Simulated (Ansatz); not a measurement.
Stepwise reaction of `[O]=[W]([F])([Cl])([Cl])[Cl]` with hydrogen fluoride, as a gas-phase model of exchange steps in deposition or etching. ΔE in kJ/mol.

Computed with Ansatz on PBE0-D4/def2-TZVP structures; ΔE is electronic, products minus reactants. CCSD(T)/CBS is the MP2 limit (def2-TZVPP, def2-QZVPP) plus CCSD(T) − MP2 in def2-TZVPP, frozen cores. This one scheme is used for every species. Functionals use def2-TZVPP. B3LYP here is the variant with VWN-RPA as its local correlation; programs differ in this. Elements past krypton have def2 core potentials. For W outer-core shells are correlated without core-valence functions, which leaves a few kJ/mol of doubt a bond.

```
step                                                                    reaction  PBE-D4  B3LYP-D4  ωB97M-V  CCSD(T)/CBS
   1  `[O]=[W]([F])([Cl])([Cl])[Cl]` + H–F → `[O]=[W]([F])([F])([Cl])[Cl]` + HCl   -17.7     -20.7    -25.1        -10.4
   2    `[O]=[W]([F])([F])([Cl])[Cl]` + H–F → `[O]=[W]([F])([F])([F])[Cl]` + HCl   -20.8     -24.8    -28.5        -15.0
   3      `[O]=[W]([F])([F])([F])[Cl]` + H–F → `[O]=[W]([F])([F])([F])[F]` + HCl   -20.8     -24.6    -27.7        -16.3
```

By hand: ΔE of the 3 steps together at CCSD(T)/CBS.

(-10.4) + (-15.0) + (-16.3) = -41.7 kJ/mol, or -13.9 kJ/mol a step.

In ΔE step 3 is the lowest and step 1 the highest. All are downhill at CCSD(T)/CBS. PBE-D4 differs from CCSD(T)/CBS by -7.3 to -4.5 kJ/mol a step. Isolated molecules leave out the surface, adducts and barriers. Largest T1 diagnostic: 0.021.
